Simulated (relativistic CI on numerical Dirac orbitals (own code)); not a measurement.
## Mo5+: resonant inelastic scattering at the M2,3 edge

Computed with this model: Dirac-Coulomb-Breit CI, KLI orbitals optimised for each configuration, model QED (radiative potential, 1s self-energy scaled to tabulated hydrogen-like ionisation energies), valence Slater integrals scaled by 0.8, Kramers-Heisenberg scattering through one core-hole configuration in a parametric crystal field; configurations [Kr] 4d → [Ne] 3s2 3p5 3d10 4s2 4p6 4d2; 300 K; core-hole width 3 eV; summed over polarisations. Incident energies are the highest absorption maxima for each field (at most a few, so the weaker spin-orbit partner edge can be absent), on the computed scale of the free ion. Intensities are in per cent of the strongest line above 0.02 eV; levels within 1 cm⁻¹ are merged; final levels count from the ground level, the first row holds all elastic scattering, lines under 0.4 are left out and each table stops after 24 rows. The scale of the Slater integrals is a model choice and moves the terms in proportion.

Field parameters in Wybourne normalisation: D3d B²₀ = −7Dσ, B⁴₀ = −14Dq − 21Dτ, B⁴₃ = −14√(10/7) Dq. The field is a parameter set, without covalency.

S is read from ⟨S²⟩ = S(S + 1).

D3d, 10Dq = 41150, Dσ = -1200, Dτ = -40 cm⁻¹:

| Final level (eV) | Degeneracy | Irrep | S | 403.2 eV | 407.9 eV | 420.6 eV |
| --- | --- | --- | --- | --- | --- | --- |
| 0.000 | 2 | Γ5+Γ6 | 0.50 | 1651.1 | 1323.1 | 267.5 |
| 0.121 | 2 | Γ4 | 0.50 | 92.0 | 23.7 | 50.8 |
| 0.571 | 2 | Γ4 | 0.50 | 100.0 | 25.2 | 44.6 |
| 5.327 | 2 | Γ4 | 0.50 | 8.5 | 73.6 | 6.0 |
| 5.339 | 2 | Γ5+Γ6 | 0.50 | 8.6 | 75.7 | 4.4 |

D3d, 10Dq = 41150, Dσ = -860, Dτ = -40 cm⁻¹:

```
Final level (eV)  Degeneracy  Irrep     S  403.2 eV  407.9 eV  420.6 eV
           0.000           2  Γ5+Γ6  0.50    1561.5    1254.1     257.7
           0.111           2     Γ4  0.50      85.0      22.0      53.9
           0.446           2     Γ4  0.50     100.0      25.5      37.6
           5.277           2     Γ4  0.50       8.1      70.9       5.6
           5.286           2  Γ5+Γ6  0.50       8.2      72.5       4.2
```

For the first field the strongest loss at the lowest incident energy is the level at 0.57 eV (S = 0.50, against 0.50 in the thermal ground state).
